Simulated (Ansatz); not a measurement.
Input for Ansatz (a program for electronic structure): R-wB97X-V/def2-TZVPP on SiCl4 (SMILES Cl[Si](Cl)(Cl)Cl).

Ansatz 0.2 input:
```yaml
crystal:
  periodic: [false, false, false]
  atoms:
    - {symbol: Cl, position_ang: [-1.19130663, -1.21503317, -1.11156618]}
    - {symbol: Si, position_ang: [0.00000359, -0.00001790, -0.00001283]}
    - {symbol: Cl, position_ang: [-0.79384984, 1.87048541, 0.04502701]}
    - {symbol: Cl, position_ang: [0.12993901, -0.72660503, 1.89371323]}
    - {symbol: Cl, position_ang: [1.85521387, 0.07107068, -0.82716123]}
basis:
  gaussian:
    orbitals: def2-TZVPP
hamiltonian:
  xc: {name: wB97X-V}
scf: {lower_state_search: off}
```

It printed:

```
WARN ansatz: RAYON_NUM_THREADS=4 ignored (pool sized by the plan → 4); use --threads N
Functional definition: wB97X-V
these checks for a lower state are left out or cut short: stability, starts, cluster_reference, orbital_swaps, neighbouring_geometries, increment
integrals: 0.27 GiB planned
1531 factors; their error is unknown
integrals: 0.30 GiB planned
214 factors; integrals over basis functions are off by at most 3.6e-5 eV
mean field: 1.90 GiB planned
mean field evaluation 1: about -57965.7900 eV, gradient 2.2e1 eV
mean field evaluation 2: about -57966.1810 eV, gradient 2.2e1 eV
mean field evaluation 4: about -57967.0953 eV, gradient 5.7e-1 eV
mean field evaluation 8: about -57967.1875 eV, gradient 9.8e-2 eV
mean field evaluation 16: about -57967.1875 eV, gradient 3.6e-6 eV
mean field -57967.18748229 eV, -2130.2548484033 hartree, gradient 3.6e-6 eV, S^2 0.000000; 0 other end points of the search recorded, 0 dependent functions left out
reference -57967.18748066 eV, -2130.2548483434 hartree; 41, 41 occupied and 169, 169 virtual orbitals, 1531 factors
Total energy: -57967.18748066 eV, -2130.2548483434 hartree
Checks for a lower state left out: stability, starts, cluster_reference, orbital_swaps, neighbouring_geometries, increment
```

Self-consistency was reached.

Cost: roughly 10 core-seconds.
